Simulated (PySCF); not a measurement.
**V: ionisation energy**

V [Ar] 3d3 4s2 (4F) → V+ [Ar] 3d4 (5D), as a difference of total energies. All numbers are calculated (PySCF 2.14, the spin-free X2C one-electron Hamiltonian (Gaussian nucleus), in Sapporo-DKH3-DZP-2012). Correlated levels: valence: [Ar] frozen. The calculations carry no spin-orbit coupling.

Problem. Order these methods by the ionisation energy they give, lowest first.
A. MP2 (valence)
B. TPSS
C. SCS-MP2 (valence)
D. UHF

Solution. D (6.137 eV), B (6.342 eV), A (6.517 eV), C (6.968 eV).

Errors of the correlated levels include the incompleteness of this basis and the frozen core.

For comparison: 6.732 eV (measured; NIST levels, between the centres of gravity of the two terms).
